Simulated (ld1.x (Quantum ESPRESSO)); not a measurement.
**Building the PAW potential for manganese (LDA (PZ), scalar-relativistic).**

The input file (ld1.x (Quantum ESPRESSO) 7.5):

```
&input
   title='Mn', zed=25., rel=1, dft='PZ', iswitch=3,
   config='[Ar] 3d5 4s1 4p0',
   nld=3, rlderiv=2.20, eminld=-9.0, emaxld=5.0, deld=0.04
 /
 &inputp
   pseudotype=3, lpaw=.true., tm=.true., lloc=-1, rcloc=1.65,
   nlcc=.true., new_core_ps=.true., rcore=0.90,
   which_augfun='BESSEL', rmatch_augfun=1.00,
   file_pseudopw='Mn.UPF', file_wfcaegen='ae.wfc', file_wfcncgen='nc.wfc', file_beta='beta', file_chi='chi', file_wfcusgen='us.wfc'
 /
6
3S  1  0   2.00   0.00  1.20  1.55  0.0
4S  2  0   1.00   0.00  1.20  1.55  0.0
3P  2  1   6.00   0.00  1.30  1.80  0.0
4P  3  1   0.00   0.00  1.30  1.80  0.0
3D  3  2   5.00   0.00  1.85  2.00  0.0
3D  3  2   0.00   0.40  1.85  2.00  0.0
 &test
   configts(1)='3s2 3p6 3d5 4s1 4p0'
 /
```

Command:

```bash
ld1.x < Mn.in > Mn.out
```

The program printed (shortened: banner, matrices, multipoles, cross overlaps and the repeated all-electron block are left out):

```
Program LD1 v.7.5
     --------------------------- All-electron run ----------------------------

     Mn
     scalar relativistic calculation

     atomic number is 25.00
     dft =PZ   lsd =0 sic =0 latt =0  beta=0.20 tr2=1.0E-14
     Exchange-correlation= PZ
                           (   1   1   0   0   0   0   0)
     mesh =1187 r(mesh) = 100.09544 a.u. xmin = -7.00 dx = 0.01250
     1 Ry =  13.60569312 eV, c = 137.03599908

     n l     nl                  e(Ry)          e(Ha)          e(eV)
     1 0     1S 1( 2.00)      -472.0818      -236.0409     -6422.9995
     2 0     2S 1( 2.00)       -55.1536       -27.5768      -750.4034
     2 1     2P 1( 6.00)       -46.8909       -23.4455      -637.9835
     3 0     3S 1( 2.00)        -6.8873        -3.4437       -93.7068
     3 1     3P 1( 6.00)        -4.6155        -2.3078       -62.7974
     3 2     3D 1( 5.00)        -1.1181        -0.5591       -15.2130
     4 0     4S 1( 1.00)        -0.8945        -0.4473       -12.1707
     4 1     4P 1( 0.00)        -0.5435        -0.2718        -7.3951

     final scf error:  6.6E-15 reached in  26 iterations

     Etot =   -2311.639903 Ry,   -1155.819951 Ha,  -31451.463127 eV

     Ekin =    2336.056047 Ry,    1168.028024 Ha,   31783.661696 eV
     Encl =   -5508.575401 Ry,   -2754.287700 Ha,  -74947.986450 eV
     Eh   =     959.938625 Ry,     479.969313 Ha,   13060.630354 eV
     Exc  =     -99.059174 Ry,     -49.529587 Ha,   -1347.768727 eV

     normalization and overlap integrals

     s(1S/1S) =  1.000000  <r> =   0.0610  <r2> =    0.0050  r(max) =   0.0400
     s(2S/2S) =  1.000000  <r> =   0.2801  <r2> =    0.0927  r(max) =   0.2331
     s(2P/2P) =  1.000000  <r> =   0.2474  <r2> =    0.0753  r(max) =   0.1885
     s(3S/3S) =  1.000000  <r> =   0.8536  <r2> =    0.8419  r(max) =   0.7361
     s(3P/3P) =  1.000000  <r> =   0.9056  <r2> =    0.9685  r(max) =   0.7547
     s(3D/3D) =  1.000000  <r> =   1.1872  <r2> =    1.8620  r(max) =   0.7547
     s(4S/4S) =  1.000000  <r> =   2.7819  <r2> =    8.8366  r(max) =   2.3540
     s(4P/4P) =  1.000000  <r> =   3.4722  <r2> =   13.8564  r(max) =   2.9114

     ------------------------ End of All-electron run ------------------------

     --------------------- Generating PAW atomic setup --------------------

      Generating local potential from pseudized AE potential:
      Matching radius rcloc =   1.6500

      Local pseudo, rcloc= 1.659 Estimated cut-off energy=     8.66 Ry

      Computing core charge for nlcc:

       r > 0.91 : true rho core
      Core charge pseudized with two Bessel functions
      Integrated core pseudo-charge :   0.25
      Wfc-us  3S rcutus= 1.539  Estimated cut-off energy=    23.30 Ry
      Wfc-us  4S rcutus= 1.539  Estimated cut-off energy=    48.19 Ry
      Wfc-us  3P rcutus= 1.788  Estimated cut-off energy=    27.09 Ry
      Wfc-us  4P rcutus= 1.788  Estimated cut-off energy=    51.64 Ry
      Wfc-us  3D rcutus= 1.976  Estimated cut-off energy=    30.07 Ry
      Wfc-us  3D rcutus= 1.976  Estimated cut-off energy=    54.88 Ry

     Required augmentation: BESSEL   radius:    1.000000
     Suggested rho cutoff for augmentation:  98.08 Ry

     Estimated PAW energy = -280.814109 Ryd

     ------------------- End of pseudopotential generation -------------------

     Computing logarithmic derivative in   2.19766
     Computing logarithmic derivative in   2.19766
     Computing the partial wave expansion
     R is outside the sphere for l=    0 j= 0.00
     R is outside the sphere for l=    0 j= 0.00
     R is outside the sphere for l=    1 j= 0.00
     R is outside the sphere for l=    1 j= 0.00
     R is outside the sphere for l=    2 j= 0.00
     R is outside the sphere for l=    2 j= 0.00

     ---------------------- Testing the pseudopotential ----------------------

     Mn
     scalar relativistic calculation

     atomic number is 25.00   valence charge is 15.00
     dft = SLA  PZ   NOGX NOGC   lsd =0 sic =0 latt =0  beta=0.20 tr2=1.0E-14
     mesh =1187 r(mesh) = 100.09544 xmin = -7.00 dx = 0.01250

     n l     nl             e AE (Ry)        e PS (Ry)    De AE-PS (Ry)
     1 0     3S   1( 2.00)       -6.88732       -6.88728       -0.00004
     2 1     3P   1( 6.00)       -4.61552       -4.61548       -0.00005
     3 2     3D   1( 5.00)       -1.11813       -1.11809       -0.00004
     2 0     4S   1( 1.00)       -0.89453       -0.89453       -0.00000
     3 1     4P   1( 0.00)       -0.54353       -0.54353       -0.00000

     eps = 4.5E-15  iter =  6

     Etot =   -2311.639903 Ry,   -1155.819951 Ha,  -31451.463127 eV
     Etotps =  -280.814047 Ry,    -140.407023 Ha,   -3820.669746 eV

     Ekin =     238.046449 Ry,     119.023224 Ha,    3238.786928 eV
     Encl =    -586.181508 Ry,    -293.090754 Ha,   -7975.405710 eV
     Ehrt =     166.380289 Ry,      83.190144 Ha,    2263.719151 eV
     Ecxc =     -99.059276 Ry,     -49.529638 Ha,   -1347.770115 eV
     (Ecc =      -0.236437 Ry,      -0.118219 Ha,      -3.216896 eV)

     ---------------------- End of pseudopotential test ----------------------
```

Generation and configuration tests took about 1.8 s on one core of a shared server CPU.

Transferability test of the new file with ld1.x, input:

```
&input
   title='Mn', zed=25., rel=1, dft='PZ', iswitch=2,
   config='[Ar] 3d5 4s1 4p0'
 /
 &test
   file_pseudo='Mn.UPF', nconf=10,
   configts(1)='3s2 3p6 3d5 4s1 4p0',
   configts(2)='3s2 3p6 3d5 4s2 4p0',
   configts(3)='3s2 3p6 3d5 4s0 4p0',
   configts(4)='3s2 3p6 3d4 4s0 4p0',
   configts(5)='3s2 3p5 3d5 4s2 4p0',
   configts(6)='3s2 3p6 3d4 4s2 4p1',
   configts(7)='3s2 3p6 3d3 4s0 4p0',
   configts(8)='3s2 3p6 3d6 4s0 4p0',
   configts(9)='3s2 3p6 3d5 4s1 4p0', lsdts(9)=1,
   configts(10)='3s2 3p6 3d5 4s2 4p0', lsdts(10)=1
 /
```

```bash
ld1.x < Mn.test.in > Mn.test.out
```

Pseudopotential blocks of its output, shortened (energy terms left out; the distinct warnings before each block abridged to one line each):

```
     ---------------------- Testing the pseudopotential ----------------------

     n l     nl             e AE (Ry)        e PS (Ry)    De AE-PS (Ry)
     1 0     3S   1( 2.00)       -6.88732       -6.88728       -0.00004
     2 1     3P   1( 6.00)       -4.61552       -4.61548       -0.00005
     3 2     3D   1( 5.00)       -1.11813       -1.11809       -0.00004
     2 0     4S   1( 1.00)       -0.89453       -0.89453       -0.00000
     3 1     4P   1( 0.00)       -0.54353       -0.54353       -0.00000

     eps = 4.6E-15  iter =  6

     Etot =   -2311.639903 Ry,   -1155.819951 Ha,  -31451.463127 eV
     Etotps =  -280.814047 Ry,    -140.407023 Ha,   -3820.669746 eV

     ---------------------- End of pseudopotential test ----------------------

          ---------------------- Testing the pseudopotential ----------------------

     n l     nl             e AE (Ry)        e PS (Ry)    De AE-PS (Ry)
     1 0     3S   1( 2.00)       -6.27706       -6.27768        0.00062
     2 1     3P   1( 6.00)       -4.00465       -4.00523        0.00058
     3 2     3D   1( 5.00)       -0.51502       -0.51546        0.00044
     2 0     4S   1( 2.00)       -0.38878       -0.38876       -0.00001
     3 1     4P   1( 0.00)       -0.10838       -0.10837       -0.00002

     eps = 6.7E-15  iter = 13

     Etot =   -2312.275944 Ry,   -1156.137972 Ha,  -31460.116915 eV
     Etotps =  -281.450138 Ry,    -140.725069 Ha,   -3829.324207 eV
     dEtot_ae =      -0.636042 Ry
     dEtot_ps =      -0.636091 Ry,   Delta E=       0.000049 Ry

     ---------------------- End of pseudopotential test ----------------------

          ---------------------- Testing the pseudopotential ----------------------

     n l     nl             e AE (Ry)        e PS (Ry)    De AE-PS (Ry)
     1 0     3S   1( 2.00)       -7.59302       -7.59230       -0.00072
     2 1     3P   1( 6.00)       -5.32127       -5.32060       -0.00066
     3 2     3D   1( 5.00)       -1.80947       -1.80893       -0.00054
     2 0     4S   1( 0.00)       -1.43943       -1.43964        0.00021
     3 1     4P   1( 0.00)       -1.02222       -1.02246        0.00023

     eps = 3.7E-16  iter = 16

     Etot =   -2310.472970 Ry,   -1155.236485 Ha,  -31435.586200 eV
     Etotps =  -279.646973 Ry,    -139.823487 Ha,   -3804.790900 eV
     dEtot_ae =       1.166933 Ry
     dEtot_ps =       1.167074 Ry,   Delta E=      -0.000141 Ry

     ---------------------- End of pseudopotential test ----------------------

          BEWARE! Errors in PS-KS equations
     Warning: n=1, l=0 expected 0 nodes, found 1
     Warning: n=2, l=0 expected 1 nodes, found 2
     Warning: n=2, l=1 expected 0 nodes, found 1
     ---------------------- Testing the pseudopotential ----------------------

     n l     nl             e AE (Ry)        e PS (Ry)    De AE-PS (Ry)
     1 0     3S   1( 2.00)       -8.92287       -9.12381        0.20095  !
     2 1     3P   1( 6.00)       -6.63237       -6.63237        0.00000
     3 2     3D   1( 4.00)       -3.04926       -3.04926        0.00000
     2 0     4S   1( 0.00)       -2.21752       -2.21752        0.00000
     3 1     4P   1( 0.00)       -1.71369       -1.71369        0.00000

     eps = 2.8E-29  iter =  5

     Etot =   -2308.061385 Ry,   -1154.030693 Ha,  -31402.774920 eV
     Etotps =  -142.597754 Ry,     -71.298877 Ha,   -1940.141278 eV
     dEtot_ae =       3.578517 Ry
     dEtot_ps =     138.216293 Ry,   Delta E=    -134.637776 Ry

     ---------------------- End of pseudopotential test ----------------------

          BEWARE! Errors in PS-KS equations
     ---------------------- Testing the pseudopotential ----------------------

     n l     nl             e AE (Ry)        e PS (Ry)    De AE-PS (Ry)
     1 0     3S   1( 2.00)       -7.42786      -12.08428        4.65642  !
     2 1     3P   1( 5.00)       -5.13875       -5.13875        0.00000
     3 2     3D   1( 5.00)       -1.56801       -1.77063        0.20262  !
     2 0     4S   1( 2.00)       -1.02330       -0.31810       -0.70521  !
     3 1     4P   1( 0.00)       -0.63085       -0.63085        0.00000

     eps = 2.4E-17  iter = 15

     Etot =   -2307.726771 Ry,   -1153.863385 Ha,  -31398.222257 eV
     Etotps =  -131.710515 Ry,     -65.855258 Ha,   -1792.012852 eV
     dEtot_ae =       3.913132 Ry
     dEtot_ps =     149.103532 Ry,   Delta E=    -145.190400 Ry

     ---------------------- End of pseudopotential test ----------------------
```

The test run then stopped with an error in new_paw_hamiltonian: “negative rho”.
